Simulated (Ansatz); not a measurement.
Species: C3H10O2Si (charge 0, singlet). 
Coordinates optimised at B3LYP-D3(BJ)/def2-TZVP (Ansatz, a quantum-chemistry and plane-wave program):
```
C
H 1 1.0932
H 1 1.0934 2 106.53
C 1 1.5172 2 107.91 3 116.44
H 4 1.0947 1 110.53 2 -175.99
H 4 1.0981 5 107.41 1 119.54
O 4 1.4272 5 110.92 6 121.06
H 7 0.9621 4 108.69 5 -55.82
C 1 1.5361 2 109.91 3 -119.52
H 9 1.0954 1 110.39 2 -64.91
H 9 1.0958 10 105.61 1 -117.86
Si 9 1.8675 10 108.51 11 -112.90
O 12 1.6599 9 108.42 10 -55.39
H 13 0.9601 12 118.22 9 178.20
H 12 1.4868 13 110.10 14 57.90
H 12 1.4874 15 107.84 13 120.38
```
Charge 0, spin multiplicity 1.

Property: atomisation energy (electronic, to ground-state atoms); the coupled-cluster value holds the core correlation from cc-pwCVTZ, in kcal/mol. Valence correlation only, unless marked. UHF or UKS for open shells. No spin-orbit coupling. No relativistic terms. CBS marks a two-point X^-3 extrapolation of the correlation energy; Hartree-Fock from the larger set.

Level to compare with: CCSD(T)/CBS(cc-pV(T+d)Z,cc-pV(Q+d)Z) plus the core term (Ansatz), 1456.9 kcal/mol. It is a level with limits of its own, and the differences hold the functionals' basis error too.

Q: Rank these functionals by how close they come to CCSD(T)/CBS(cc-pV(T+d)Z,cc-pV(Q+d)Z), closest first: BHLYP/def2-TZVPD (Ansatz); B3LYP/def2-TZVPD (Ansatz); wB97X-V/def2-TZVPD (Ansatz).

A: wB97X-V/def2-TZVPD (range-separated hybrid with VV10, 1451.9 kcal/mol, difference -5.0), B3LYP/def2-TZVPD (global hybrid, 1433.9 kcal/mol, difference -23.0), BHLYP/def2-TZVPD (global hybrid, 1399.2 kcal/mol, difference -57.7)
